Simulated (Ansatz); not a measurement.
Bond stretch in Be2, singlet.

Levels: RCCSD(T) = CCSD(T) on RHF/cc-pVTZ, frozen core (Ansatz, an electronic-structure program); RCCSDT = Ansatz with CCSDT on RHF/cc-pVTZ, frozen core; UKS-CAM-B3LYP = Ansatz with unrestricted CAM-B3LYP/cc-pVTZ.

Total energies in hartree (comparable only within one method and basis):

```json
[
 {"R / Å": "1.90", "RCCSD(T)": "-29.21696", "RCCSDT": "-29.21766", "UKS-CAM-B3LYP": "-29.28977"},
 {"R / Å": "2.03", "RCCSD(T)": "-29.22818", "RCCSDT": "-29.22895", "UKS-CAM-B3LYP": "-29.29894"},
 {"R / Å": "2.11", "RCCSD(T)": "-29.23241", "RCCSDT": "-29.23322", "UKS-CAM-B3LYP": "-29.30190"},
 {"R / Å": "2.26", "RCCSD(T)": "-29.23679", "RCCSDT": "-29.23762", "UKS-CAM-B3LYP": "-29.30395"},
 {"R / Å": "2.38", "RCCSD(T)": "-29.23821", "RCCSDT": "-29.23903", "UKS-CAM-B3LYP": "-29.30368"},
 {"R / Å": "2.44", "RCCSD(T)": "-29.23852", "RCCSDT": "-29.23932", "UKS-CAM-B3LYP": "-29.30323"},
 {"R / Å": "2.52", "RCCSD(T)": "-29.23866", "RCCSDT": "-29.23943", "UKS-CAM-B3LYP": "-29.30250"},
 {"R / Å": "2.62", "RCCSD(T)": "-29.23858", "RCCSDT": "-29.23930", "UKS-CAM-B3LYP": "-29.30161"},
 {"R / Å": "2.65", "RCCSD(T)": "-29.23853", "RCCSDT": "-29.23923", "UKS-CAM-B3LYP": "-29.30137"},
 {"R / Å": "2.77", "RCCSD(T)": "-29.23826", "RCCSDT": "-29.23888", "UKS-CAM-B3LYP": "-29.30068"},
 {"R / Å": "2.90", "RCCSD(T)": "-29.23796", "RCCSDT": "-29.23851", "UKS-CAM-B3LYP": "-29.30038"},
 {"R / Å": "3.09", "RCCSD(T)": "-29.23765", "RCCSDT": "-29.23808", "UKS-CAM-B3LYP": "-29.30000"},
 {"R / Å": "3.43", "RCCSD(T)": "-29.23743", "RCCSDT": "-29.23770", "UKS-CAM-B3LYP": "-29.29948"},
 {"R / Å": "3.72", "RCCSD(T)": "-29.23737", "RCCSDT": "-29.23755", "UKS-CAM-B3LYP": "-29.29921"},
 {"R / Å": "4.15", "RCCSD(T)": "-29.23731", "RCCSDT": "-29.23740", "UKS-CAM-B3LYP": "-29.29899"},
 {"R / Å": "4.48", "RCCSD(T)": "-29.23723", "RCCSDT": "-29.23729", "UKS-CAM-B3LYP": "-29.29890"},
 {"R / Å": "5.06", "RCCSD(T)": "-29.23710", "RCCSDT": "-29.23713", "UKS-CAM-B3LYP": "-29.29883"},
 {"R / Å": "5.46", "RCCSD(T)": "-29.23703", "RCCSDT": "-29.23704", "UKS-CAM-B3LYP": "-29.29882"},
 {"R / Å": "6.24", "RCCSD(T)": "-29.23694", "RCCSDT": "-29.23695", "UKS-CAM-B3LYP": "-29.29882"},
 {"R / Å": "6.77", "RCCSD(T)": "-29.23691", "RCCSDT": "-29.23691", "UKS-CAM-B3LYP": "-29.29883"},
 {"R / Å": "7.47", "RCCSD(T)": "-29.23688", "RCCSDT": "-29.23688", "UKS-CAM-B3LYP": "-29.29884"}
]
```

The unrestricted determinant behind UKS-CAM-B3LYP is spin-contaminated at 1.90 to 2.77 Å (<S²> up to 0.8, against 0.00 for a pure singlet).
